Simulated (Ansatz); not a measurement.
Ansatz (a quantum-chemistry and plane-wave program) input (MP2/6-31G*):

Ansatz 0.2 input:
```yaml
crystal:
  periodic: [false, false, false]
  atoms:
    - {symbol: Al, position_ang: [-0.00000000, -0.00000000, -0.11870982]}
    - {symbol: H, position_ang: [0.00000000, 0.00000000, 1.54322771]}
basis:
  gaussian:
    orbitals: 6-31G*
magnetization: {spin_polarized: false}
correlation: {method: mp2, electrons: outside_noble_gas}
relax: {f_tol: 0.003, max_steps: 120}
```

From the last part of the output:

```
the calculation of the forces begins
relax step   1: F+E_penalty+E_count = -6598.21387894 eV  Δ(F+E_penalty+E_count) = +0.000e0 eV  max|allowed force component| = 3.155e-2 eV/Å  Δτ_max = 0.0000 Å  (28 SCF iters, accepted)
these checks for a lower state are left out or cut short: starts, cluster_reference, orbital_swaps, neighbouring_geometries, increment
integrals: 0.00 GiB planned
202 factors; integrals over basis functions are off by at most 7.1e-4 eV
mean field: 0.04 GiB planned
mean field evaluation 16: about -6597.0726 eV, gradient 1.1e-5 eV
mean field -6597.07262989 eV, -242.4379474921 hartree, gradient 2.1e-6 eV, S^2 0.000000; 0 other end points of the search recorded, 0 dependent functions left out; unrestricted orbitals would lower it
5 core orbitals not correlated
reference -6597.07262989 eV, -242.4379474921 hartree; 2, 2 occupied and 14, 14 virtual orbitals, 202 factors
densities: 0.04 GiB planned
second order -1.14129539 eV of doubles, -0.00000000 eV of singles
the calculation of the forces begins
relax step   2: F+E_penalty+E_count = -6598.21392529 eV  Δ(F+E_penalty+E_count) = -4.635e-5 eV  max|allowed force component| = 1.257e-3 eV/Å  Δτ_max = 0.0014 Å  (21 SCF iters, accepted)
these checks for a lower state are left out or cut short: cluster_reference
integrals: 0.00 GiB planned
202 factors; integrals over basis functions are off by at most 7.1e-4 eV
mean field: 0.04 GiB planned
mean field evaluation 32: about -6597.0726 eV, gradient 1.2e-4 eV
mean field -6597.07262989 eV, -242.4379474921 hartree, gradient 2.1e-6 eV, S^2 0.000000; 1 other end points of the search recorded, 0 dependent functions left out; unrestricted orbitals would lower it
5 core orbitals not correlated
reference -6597.07262989 eV, -242.4379474921 hartree; 2, 2 occupied and 14, 14 virtual orbitals, 202 factors
densities: 0.04 GiB planned
second order -1.14129539 eV of doubles, -0.00000000 eV of singles
the calculation of the forces begins
Total energy: -6598.21392529 eV, -242.4798893243 hartree
Atom 0 at    -0.000000     0.000000    -0.117299 Å, force     0.000000    -0.000000     0.001257 eV/Å
Atom 1 at     0.000000    -0.000000     1.541817 Å, force    -0.000000     0.000000    -0.001257 eV/Å
Dipole moment:    -0.000000     0.000000     0.071874 e Å
Checks for a lower state left out: cluster_reference
```
